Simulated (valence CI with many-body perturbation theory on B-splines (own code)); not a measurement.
**P XI in brief**

Level of theory: relativistic CI+MBPT: three valence electrons over a frozen Dirac-Fock core [He], a basis of 11 s, 11 p, 10 d, 8 f, 5 g, 2 h functions for each j, with the one-electron correlation potential Σ1, the two-electron term Σ2, the three-electron term Σ3, Breit, model QED; selected CI, second order for the rest, scaled by the run's own slope (own B-spline code, finite nucleus).

No measured levels were compared; by estimate levels of excited configurations hold to 0.05 to 0.15 % of their energy, terms of the ground configuration to about 0.5 %.

Rates and lifetimes use the calculated energies. Strong lines usually hold to 10 to 20 %, long lifetimes can be off by a factor of two.

Q: What is the ground level?

A: 2s²2p ²P°_1/2, composition 97 % 2s²2p ²P° + 3 % 2p³ ²P°, g = 0.664.

Q: How is the term ²P° of the ground level split?

A: J = 1/2 at 0.00, J = 3/2 at 1.20 eV.

Q: Where does the other parity begin?

A: At 2s2p² ⁴P_1/2, 21.95 eV.

Q: How well does LS coupling describe the low levels?

A: Among the lowest 20 levels the leading LS term, summed over configurations, holds 99 % on average. For single configurations the figures are 97 % in LS and 76 % in jj coupling. Terms mix most in the J = 1/2 level at 50.04 eV, where the leading one holds 94 %.

Q: What is the ionisation energy?

A: 479.4 eV; NIST lists 479.44 ± 0.05 eV (semi-empirical).

Q: Among levels below 412.54 eV, which E1 lines absorb most strongly from the ground level?

A: to 2s²3d ²D_3/2 at 4.260 nm, f = 0.631; to 2s2p3p ²D_3/2 at 4.024 nm, f = 0.229; to 2s²4d ²D_3/2 at 3.314 nm, f = 0.109.
